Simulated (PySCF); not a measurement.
## Vertical excitation energies

Species: C4H9NOSi2.
SMILES with atom numbers: `[CH3:1][O:2][SiH2:3][C@@H:4]1[SiH2:5][C@H:6]1[C:7]#[N:8]` (hydrogens: H9, H10, H11 on C1; H12, H13 on Si3; H14 on C4; H15, H16 on Si5; H17 on C6)

Structure used (GFN2-xTB), in Å, numbered top down from 1:
```
atom  x, y, z in Å
C1     2.874    0.162    0.418
O2     1.499    0.153    0.195
Si3    0.682   -0.579   -1.004
C4    -1.075   -0.063   -0.584
Si5   -1.549    1.498    0.355
C6    -1.571   -0.340    0.859
C7    -2.790   -1.023    0.994
N8    -3.804   -1.554    1.094
H9     3.257   -0.852    0.552
H10    3.067    0.740    1.324
H11    3.399    0.623   -0.422
H12    0.882   -2.033   -0.964
H13    1.083   -0.073   -2.321
H14   -1.785   -0.391   -1.336
H15   -2.831    2.111    0.058
H16   -0.527    2.311    0.984
H17   -0.817   -0.676    1.561
```

Computed with TDDFT CAM-B3LYP/def2-SVPD, vertical, gas phase, core orbitals frozen in the response (PySCF 2.14.0, density-fitted response routines).

Q: What does the calculation give for the low-lying excited states?

A: 

```json
{"state": "S1", "E (eV)": "6.13", "λ (nm)": "202.3", "f": "0.204", "main configurations (H = HOMO, L = LUMO)": "H→L (95%)"}
{"state": "S2", "E (eV)": "6.54", "λ (nm)": "189.6", "f": "0.0011", "main configurations (H = HOMO, L = LUMO)": "H→L+2 (22%), H→L+3 (20%), H→L+4 (20%)"}
{"state": "S3", "E (eV)": "6.76", "λ (nm)": "183.4", "f": "0.101", "main configurations (H = HOMO, L = LUMO)": "H→L+1 (48%), H→L+2 (25%), H-1→L (8%)"}
{"state": "S4", "E (eV)": "6.94", "λ (nm)": "178.7", "f": "0.025", "main configurations (H = HOMO, L = LUMO)": "H-1→L (53%), H→L+1 (16%), H-2→L (10%)"}
{"state": "S5", "E (eV)": "7.09", "λ (nm)": "174.8", "f": "0.0078", "main configurations (H = HOMO, L = LUMO)": "H→L+5 (29%), H→L+2 (16%), H→L+7 (13%)"}
{"state": "S6", "E (eV)": "7.23", "λ (nm)": "171.6", "f": "0.0035", "main configurations (H = HOMO, L = LUMO)": "H→L+4 (32%), H→L+7 (27%), H→L+5 (23%)"}
{"state": "S7", "E (eV)": "7.24", "λ (nm)": "171.2", "f": "0.0055", "main configurations (H = HOMO, L = LUMO)": "H-1→L+1 (30%), H-2→L (22%), H-2→L+1 (22%)"}
{"state": "S8", "E (eV)": "7.42", "λ (nm)": "167.1", "f": "0.019", "main configurations (H = HOMO, L = LUMO)": "H→L+4 (34%), H→L+5 (17%), H→L+2 (12%)"}
```

Triplets, Tamm–Dancoff:

```
state  E (eV)  λ (nm)  main configurations (H = HOMO, L = LUMO)
   T1    4.85   255.8                                 H→L (84%)
   T2    5.88   210.8     H→L+1 (19%), H→L+2 (14%), H-1→L (12%)
   T3    6.22   199.4     H→L+3 (18%), H→L+4 (17%), H→L+2 (15%)
```

The lowest singlet lies at 6.13 eV (202 nm, ultraviolet) and is strong; its leading configuration is HOMO→LUMO (95%). The lowest level is also the most intense of those listed (f = 0.204). Löwdin shares by element: HOMO carbon 40% or more, silicon 22% or more, nitrogen 14% (atoms not listed hold the other 24%); LUMO silicon 39% or more, hydrogen 21% or more, carbon 10% or more (atoms not listed hold the other 30%). Orbital energies (eV): HOMO-3 -10.57, HOMO-2 -10.01, HOMO-1 -9.76, HOMO -8.62, LUMO 0.29, LUMO+1 0.83, LUMO+2 1.25. Weighted by f, the mean energy of these states is 6.47 eV. Of the 8 states listed, 4 reach f = 0.01 and none stays under 0.0005. The window holds the lowest 8 singlets.

Time: 1.8 min of wall time; peak memory 1.2 GiB. Hardware: one thread, Arm Neoverse V1 (aarch64), on a shared host.

One conformer stands for the species.
